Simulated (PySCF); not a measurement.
# A small calculation by hand: chemical shift, span and skew from a shielding tensor

Al(OH)(OMe)(NH2) (CH6AlNO2), SMILES [OH][Al]([O]C)[NH2]. Atoms are numbered in the order given.

```xyz
11

Al     0.1567     0.2040     0.4468
O      1.1890    -0.1377     1.7536
H      1.7184    -0.9359     1.8186
O      0.0346    -0.9103    -0.8269
C     -0.6293    -1.0711    -2.0388
H     -1.2955    -0.2208    -2.2899
H      0.0909    -1.1789    -2.8718
H     -1.2544    -1.9839    -2.0284
N     -0.7469     1.7191     0.4817
H     -0.6859     2.3962     1.2348
H     -1.3950     2.0484    -0.2246
```
Charge 0, spin multiplicity 1.

The structure is a stationary point at r2SCAN-D4/def2-SVP. The values are those of a single conformer.

GIAO shieldings from PBE0/pcSseg-1 in PySCF, non-relativistic, no solvent. The symmetric part of the tensor of C5 has the principal values 102.1, 106.6, 182.2 ppm. The same nucleus in TMS has σ = 186.3 ppm at this level (PySCF, at its B3LYP-D3(BJ)/def2-TZVP geometry).

### Question
Work out the isotropic shielding, the ¹³C shift against TMS, the span and the skew.

### Answer

σ(iso) = (σ11 + σ22 + σ33)/3 = 130.3 ppm. δ = σ(ref) − σ(iso) = 186.3 − (130.3) = 56.0 ppm.
Span Ω = σ33 − σ11 = 80.1 ppm. Skew κ = 3(σ(iso) − σ22)/Ω = 0.89. Tumbling in solution averages the tensor to δ; in a static solid the shielding alone would spread this spin-1/2 line over Ω.
